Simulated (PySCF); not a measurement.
CH3FSi, SMILES C[Si]F (connectivity only; charge and spin as stated), neutral, multiplicity 1. Heavy atoms are numbered as in [Si:1]([F:2])[CH3:3]. Hydrogens are named by the atom that carries them.

Geometry: PBE0-D3(BJ)/def2-TZVP.

These are HF/pcSseg-2 run with PySCF values and carry that method's errors.

GIAO shieldings, no solvent; atoms alike by connectivity are averaged. δ = σ(ref) − σ: ²⁹Si against TMS (σ = 383.2 ppm); ¹⁹F against CFCl3 (σ = 237.3 ppm); ¹³C against TMS (σ = 193.3 ppm); ¹H against TMS (σ = 31.98 ppm), references at their B3LYP-D3(BJ)/def2-TZVP geometries, non-relativistic.

```csv
atoms,nucleus,count,δ (ppm)
Si1,²⁹Si,1,412.2
F2,¹⁹F,1,?
C3 (CH3),¹³C,1,?
H on C3,¹H,3,0.57
```

Task: Complete the blanks. (An estimate is asked for; the answer gives what the named calculation found.)

Result: 
- C3 (CH3), δ (ppm): 33.4
- F2, δ (ppm): 59.0
